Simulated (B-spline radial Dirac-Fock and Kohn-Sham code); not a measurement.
## Pr³⁺ 4p3/2: cross section and angular parameters

System: Pr³⁺, configuration [Xe] 4f2; threshold 252.6 eV (orbital energy of the model). The computed values come from a radial atomic solver: Dirac-Hartree-Slater photoionisation with a Latter tail; cross sections with all multipoles, angular parameters from the dipole term and its interference with E2.

The run's input, task.json:

```json
{"items": [{
  "Z": 59,
  "q": 3,
  "cfg": [[1, 0, 2], [2, 0, 2], [2, 1, 6], [3, 0, 2], [3, 1, 6], [3, 2, 10], [4, 0, 2], [4, 1, 6], [4, 2, 10], [4, 3, 2], [5, 0, 2], [5, 1, 6]],
  "A": 141,
  "rrms": 4.8919,
  "do": "xps",
  "hv": [73.7, 76.1, 94.4, 97.5, 200, 229.0, 245.0, 348.0, 357.0, 400, 800, 1440.0, 1486.9, 1650.0, 1860.0, 2000, 2110.0, 2290.0, 2820.0, 2870.0, 3220.0, 3750.0, 4050.0, 4250.0, 4330.0, 6000, 6230.0, 9251.7, 9700.0, 12000]
}]}
```

Run with: `python xray2_run.py task.json out`

For linearly polarised light dσ/dΩ = σ/(4π) [1 + β P₂(cos θ) + (δ + γ cos²θ) sin θ cos φ], with θ from the polarisation vector and φ the angle between the beam and the projection of the electron momentum on the plane normal to the polarisation.

```csv
hν (eV),σ (kb),β,γ,δ
348,278,0.485,-0.014,0.063
357,273,0.550,0.010,0.062
400,251,0.788,0.111,0.053
800,116,1.496,0.202,0.007
1440,46.1,1.684,-0.002,0.001
1486.9,43.6,1.689,-0.009,0.001
1650,36.3,1.703,-0.026,0.001
1860,29.1,1.714,-0.035,0.002
2000,25.4,1.719,-0.033,0.002
2110,22.9,1.721,-0.028,0.003
2290,19.5,1.723,-0.015,0.003
2820,12.9,1.719,0.048,0.005
2870,12.4,1.719,0.056,0.005
3220,9.76,1.712,0.112,0.006
3750,?,?,?,?
4050,5.94,1.688,0.263,0.009
4250,5.33,1.682,0.302,0.010
4330,5.11,1.679,0.317,0.010
6000,2.39,1.622,0.630,0.018
6230,2.18,1.614,0.671,0.019
9251.7,0.805,1.513,1.147,0.039
9700,0.711,1.499,1.208,0.042
12000,0.402,1.431,1.492,0.060
```

Task: Give the values at 3750 eV.

Result: σ = 7.03 kb, β = 1.697, γ = 0.207, δ = 0.008.
